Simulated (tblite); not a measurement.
BrSi (SMILES [Si]Br), doublet, geometry from GFN2-xTB; tblite with GFN1-xTB.

Input for tblite:
```
$ tblite run mol.xyz --method gfn1 --charge 0 --spin 1 --efield 0,0,0.1 --json tblite.json --no-restart

# file mol.xyz
2

Si    -0.00000000    -0.00000000    -1.67392232
Br     0.00000000     0.00000000     0.66956893
```

The log (banner, timings and long lists left out):

```
xTB calculator
 | screened Coulomb repulsion
 | Coulomb electrostatics
 |  * isotropic Klopman-Ohno-Mataga-Nishimoto electrostatics
 |  * onsite third-order electrostatics
 | DFT-D3(BJ) dispersion correction
 | Interactions (1)
 | [1] electric field

halogen bonding energy    0.0000000000000E+00 Eh
repulsion energy          7.8108353179380E-03 Eh
dispersion energy        -4.7808367074047E-04 Eh
interaction energy        0.0000000000000E+00 Eh
number of electrons       1.1000000000000E+01 e
integral cutoff           2.8146159136829E+01 bohr

------------------------------------------------------------
  cycle        total energy    energy error   density error
------------------------------------------------------------
      1     -5.615105232430  -5.6224380E+00   2.2247064E-01
      2     -5.629857957614  -1.4752725E-02   1.7528427E-01
      3     -5.642867714056  -1.3009756E-02   7.5629853E-02
      4     -5.643557222514  -6.8950846E-04   7.5382123E-03
      5     -5.643586125036  -2.8902521E-05   6.0594287E-03
      6     -5.643610924455  -2.4799420E-05   2.6388807E-04
      7     -5.643610941055  -1.6599066E-08   4.5711010E-05
      8     -5.643610942929  -1.8741781E-09   3.1536853E-06
------------------------------------------------------------

electronic energy        -5.6509436945759E+00 Eh
total energy             -5.6436109429287E+00 Eh

Post processing:
 | Mayer-Wiberg bond orders

[Info] JSON dump of results written to 'tblite.json'
```
